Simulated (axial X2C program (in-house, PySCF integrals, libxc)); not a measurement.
## Spin–orbit effects down a group: molecules with Li, MP2

Calculated with an axial X2C code built on PySCF integrals, spin-free (one-electron X2C) or two-component (2c: spin–orbit coupling with atomic mean-field Coulomb and Gaunt terms, which also bring small scalar terms), in Dyall basis sets with cores contracted in-house; open shells are unrestricted.

Basis sets: Ag dyall-cv3z, Au dyall-cv3z, Cu dyall-cv3z, Li dyall-cv3z. Frozen shells (counts by l): LiCu Cu 3s2p, Li 1s, 12 electrons correlated; LiAg Ag 4s3p1d, Li 1s, 12 electrons correlated; LiAu Au 5s4p2d1f, Li 1s, 12 electrons correlated. Where the outer core of a metal is frozen, bonds come out longer and ionisation energies lower.

```csv
molecule,spin-free state,Re (Å),ωe (cm⁻¹),De (eV),2c state,Re 2c (Å),ωe 2c (cm⁻¹),De 2c (eV)
LiCu,"M_S = 0, Λ = 0",2.268,396.6,1.59,Ω = 0,2.268,396.4,1.59
LiAg,"M_S = 0, Λ = 0",2.359,396.9,1.70,Ω = 0,2.360,396.7,1.70
LiAu,"M_S = 0, Λ = 0",2.257,493.1,3.00,Ω = 0,2.257,493.5,3.03
```

Each entry is the lowest single determinant of a limited PBE0 search at one distance. De goes to single-determinant-based atoms at the same level (for ions the charge split of lowest energy) and is withheld (n/a) where an atom does not fit its ground term or J level. Main or longest-lived isotopes.
